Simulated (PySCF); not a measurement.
Compound: diallyl carbonate, C7H10O3.
Bonds: C1–C2 (double), C2–C3, C3–O4, O4–C5, C5–O6 (double), C5–O7, O7–C8, C8–C9, C9–C10 (double). Hydrogens: H11, H12 on C1; H13 on C2; H14, H15 on C3; H16, H17 on C8; H18 on C9; H19, H20 on C10.

Theory: PBE0-D3(BJ)/def2-SVP geometry optimisation, gas phase in PySCF 2.14.0.

**Question.** List the bond lengths, angles and torsions at this level.

**Answer.** 
| bond | length (Å) |
| --- | --- |
| C1=C2, C9=C10 | 1.332 |
| C2–C3, C8–C9 | 1.492 |
| C3–O4, O7–C8 | 1.428 |
| O4–C5, C5–O7 | 1.329 |
| C5=O6 | 1.202 |
| C1–H11, C10–H19 | 1.093 |
| C1–H12, C10–H20 | 1.095 |
| C2–H13, C9–H18 | 1.096 |
| C3–H14 and 3 like bonds | 1.101 |

Bonds in one row agree within 0.01 Å and their mean is given. A selection of angles:
| angle | degrees |
| --- | --- |
| C2–C1–H11 | 121.5 |
| C2–C1–H12 | 121.4 |
| H11–C1–H12 | 117.0 |
| C1–C2–C3 | 124.3 |
| C1–C2–H13 | 120.2 |
| C3–C2–H13 | 115.5 |
| C2–C3–O4 | 108.4 |
| C2–C3–H14 | 111.2 |
| O4–C3–H14 | 108.7 |
| H14–C3–H15 | 107.0 |
| C3–O4–C5 | 115.4 |
| O4–C5–O6 | 125.5 |
| O4–C5–O7 | 108.3 |
| O7–C8–C9 | 111.0 |
| O7–C8–H16 | 104.5 |
| H16–C8–H17 | 109.4 |

Dihedral angles: C1–C2–C3–O4 130° (anticlinal); C2–C3–O4–C5 170° (antiperiplanar); C3–O4–C5–O6 0° (synperiplanar); O4–C5–O7–C8 -175° (antiperiplanar); C5–O7–C8–C9 84° (synclinal); O7–C8–C9–C10 -117° (anticlinal). The mirror-image conformer, all signs reversed, is as good.

Of the pairs four or more bonds apart, O6···H17 is among the closest relative to their van der Waals radii: 2.39 Å, 88 % of the sum of Bondi's values. O4 (oxygen singly bound to a carbonyl carbon) is bent (angle 115.4°). The 5 C–O bonds span 1.202 Å (C5=O6, drawn double) to 1.430 Å (O7–C8, drawn single), a spread of 0.228 Å. The 4 C–C bonds span 1.332 Å (C1=C2, drawn double) to 1.494 Å (C8–C9, drawn single), a spread of 0.162 Å.

Point group: C1 (no symmetry element, even within 0.4 Å). No PBE0-D3(BJ)/def2-SVP frequencies stand behind this structure, so it isn't proved a minimum. One conformer, not necessarily the lowest.
